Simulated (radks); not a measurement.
All-electron atom: neutral hydrogen in 1s1. All-electron calculation, scalar-relativistic Kohn-Sham, r2SCAN, spin-polarised, spherical densities, finite nucleus; open shells are filled with parallel spins first; meta-GGA in the generalised Kohn-Sham scheme; Gaussian nuclear charge, rms radius 0.8783 fm; hard spherical wall at 3 bohr. Program: a radial shooting solver on a logarithmic mesh with Libxc functionals.

Radial electron density D(r) = 4 pi r^2 rho(r):

r (bohr)  D(r) (e/bohr)
0.09619         0.04262
0.1026          0.04782
0.1093          0.05360
0.1166          0.06004
0.1253          0.06812
0.1335          0.07613
0.1424          0.08498
0.1518          0.09475
0.1618           0.1055
0.1725           0.1173
0.1839           0.1303
0.1961           0.1444
0.209            0.1599
0.2246           0.1788
0.2395           0.1971
0.2553           0.2169
0.2722           0.2381
0.2901           0.2607
0.3093           0.2848
0.3298           0.3103
0.3516           0.3372
0.3748           0.3652
0.4028           0.3980
0.4294           0.4280
0.4578           0.4585
0.488            0.4892
0.5203           0.5198
0.5547           0.5498
0.5913           0.5786
0.6304           0.6058
0.6721           0.6306
0.7222           0.6550
0.77             0.6727
0.8209           0.6860
0.8751           0.6941
0.933            0.6965
0.9946           0.6926
1.06             0.6818
1.13             0.6639
1.205            0.6387
1.295            0.6016
1.381            0.5612
1.472            0.5144
1.569            0.4622
1.673            0.4055
1.784            0.3460
1.901            0.2852
2.027            0.2250
2.161            0.1677
2.322            0.1092
2.476           0.06500
2.64            0.03054
2.814          0.008081

D(r) has 1 maximum, at r = 0.926 bohr.
